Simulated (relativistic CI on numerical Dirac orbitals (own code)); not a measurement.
## Cs3+: what numerical and physical settings do to a radial Dirac CI calculation

Reference input:

```
atom Cs  Z=55  charge=3  electrons=52
nucleus A=133  rms_radius_fm=4.8041
hamiltonian dirac-coulomb  breit=on  qed=on  c_scale=1
orbitals kli  potential=per-configuration
slater_scale 1
correlation none
mixing on
grid step=0.0125 r_max=50.3
scf mixing=0.4 start=green max_iterations=150 tolerance=2e-08 node_fill=0.05
configurations
  [Kr] 4d10 5s2 5p4
  [Kr] 4d10 5s 5p5
  [Kr] 4d10 5s2 5p3 5d
end
```

Computed lowest total energy -7774.38320 Ha, first excitation 10741.5 cm⁻¹, 34 SCF steps. Runs with settings changed; * marks those that are bad on purpose (the QED terms keep the true α when c is scaled):

| Changed | Outcome | Lowest level | ΔE (Ha) | First excitation (cm⁻¹) | SCF steps | Message |
| --- | --- | --- | --- | --- | --- | --- |
| node fill of the KLI weights 0.2, speed of light × 2, nuclear radius 6.2453 fm | converged | 5s2.5p4 3P_2 | 172 | 2575.7 | 34 |  |
| SCF tolerance 1e-05 | converged | 5s2.5p4 3P_2 | -7.85e-08 | 10741.5 | 27 |  |
| Breit term off | converged | 5s2.5p4 3P_2 | -6.15 | 10824.4 | 34 |  |
| charge 5 * | refused |  |  |  | 0 | configuration [Kr] 4d10 5s2 5p4 has 52 electrons, the ion has 50 |
| grid step 0.08 * | converged | 5s2.5p4 3P_2 | 0.00161 | 10740.3 | 34 |  |

With so few configurations and no correlation, terms lie too far apart (by 10 to 50 % near neutrality), their order can be wrong, and levels of other configurations are missing.
